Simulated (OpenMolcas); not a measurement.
Rh3+: moving the ligands

Rh3+ with 4 ligands (chloride) in tetrahedral coordination (Td) at 2.29 Å. A charge of +0.25 e stands 2.4 Å behind each ligand. Ligand basis ANO-RCC-VDZP.
```
Rh    0.0000    0.0000    0.0000
Cl    1.3221    1.3221    1.3221
Cl    1.3221   -1.3221   -1.3221
Cl   -1.3221    1.3221   -1.3221
Cl   -1.3221   -1.3221    1.3221
```

```
Program             : OpenMolcas 26.06
Method              : SS-CASPT2, IPEA 0.25 Eh, imaginary shift 0.1 Eh (closed shells correlated: 4s 4p and the ligand valence shells)
Basis               : ANO-RCC-VDZP [6s5p3d1f]
Scalar Hamiltonian  : DKH2, point nucleus
Active space        : 6 electrons in 5 orbitals (4d)
State averaging     : 2S+1 = 5 even, 5 roots; 2S+1 = 3 even, 45 roots; 2S+1 = 1 even, 50 roots
Spin-orbit coupling : state interaction with AMFI integrals over the reference wave functions
```

Runs around this geometry, states (labels of Td). Energies in cm-1 above the lowest state or level, χT in cm3 K/mol; under a threefold ground state the first gap can be a small split of the lowest multiplet, not the spin-orbit step.

| R (Å) | Ground state | First state of that spin | First gap with spin-orbit (degeneracies) | χT at 300 K | First state of another spin |
| --- | --- | --- | --- | --- | --- |
| 2.23 | 3T1 | 5920 | 120 (2, 3) | 1.315 | 5E 1670 |
| 2.29 | 3T1 | 4550 | 96 (2, 1) | 1.570 | 5E 890 |
| 2.42 | 5E | 5T2 7860 | 32 (2, 1) | 2.010 | 2S+1 = 3: 12 |

The ground state changes within this set.

Roots that are degenerate in the reference are averaged as groups; the widest CASPT2 spread within a group is 2700 cm-1 (the 3-fold group of multiplicity 3 near 15100 cm-1 above the lowest state of its run, R = 2.42). Shifts and gaps below about the spread of the groups concerned are not significant. Over all roots computed the reference weight is 0.65 to 0.70 in R = 2.23, 0.64 to 0.70 in R = 2.29, 0.63 to 0.70 in R = 2.42; the roots of lowest weight are the least certain, and an intruder state may touch them. Ligand-to-metal charge-transfer states are missing. With no ligand orbital active B as a rule stays too high, so bands that hang on it stand too high and its fall with covalency is understated. With one d shell and no ligand orbital active, 10Dq can be off by a tenth or more. Spin-orbit coupling mixes the spin-free states strongly: the lowest level takes only 68 % from its leading state, 3T1 (figures for R = 2.29; the like holds for R = 2.42). An orbital triplet at a regular site is open to Jahn-Teller coupling, which can distort the site and quench the lowest spin-orbit gaps and is left out (holds for R = 2.23). This shell can be high or low spin here, a state of another spin lies low, and with metal d orbitals alone active their balance is uncertain, so the ground spin may be wrong, although the usual error favours high spin (holds for R = 2.23; R = 2.29). The least metal-like active orbital is 73 % on the metal (Löwdin) and no ligand orbital is active, so the numbers are rough (holds for R = 2.23). The least metal-like active orbital is 75 % on the metal (Löwdin) and no ligand orbital is active, so the numbers are rough (holds for R = 2.29). An orbital doublet at a regular site is open to a Jahn-Teller distortion, which this geometry leaves out (holds for R = 2.42). This shell can be high or low spin here, a state of another spin lies low, and with metal d orbitals alone active their balance is uncertain, so the ground spin may be wrong (holds for R = 2.42). The least metal-like active orbital is 78 % on the metal (Löwdin) and no ligand orbital is active, so the numbers are rough (holds for R = 2.42). No measured value stands beside these numbers; the geometry is a model, was not optimised and need not be the one that this ion takes.

A state without a sure symmetry label is named by its multiplicity alone.
